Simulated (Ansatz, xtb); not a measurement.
Molecule: Ga2O, net charge 1, doublet state. SMILES of the parent species: [Ga][O][Ga]
Structure (B3LYP-D3(BJ)/def2-TZVP (Ansatz, a first-principles code) minimum search):
```xyz
3

Ga     0.0000     0.0000    -1.8075
O      0.0000     0.0000     0.0000
Ga     0.0000     0.0000     1.8075
```
Charge +1, spin multiplicity 2.

Harmonic wavenumbers from GFN2-xTB (xtb, at its own minimum), cm⁻¹: 190, 190, 209, 488.

**Question.** Give the harmonic wavenumbers at B3LYP-D3(BJ)/def2-TZVP (Ansatz, finite differences of forces, unscaled).

**Answer.** 131, 131, 277, 634 cm⁻¹. Zero-point energy 1.7 kcal/mol.

**Question.** From these and the geometry, give the ideal-gas thermochemistry at 298.15 K and 1 atm (rigid rotor, harmonic oscillator).

**Answer.** Point group D∞h, rotational symmetry number 2. Rotational constants 1.109, 1.109 GHz. S(trans) 41.03, S(rot) 17.76, S(vib) 7.81, S(elec, spin only) 1.38, S 68.0 cal/(mol K). H(298) - H(0) 3.29 kcal/mol; G - E(el) -15.3 kcal/mol.
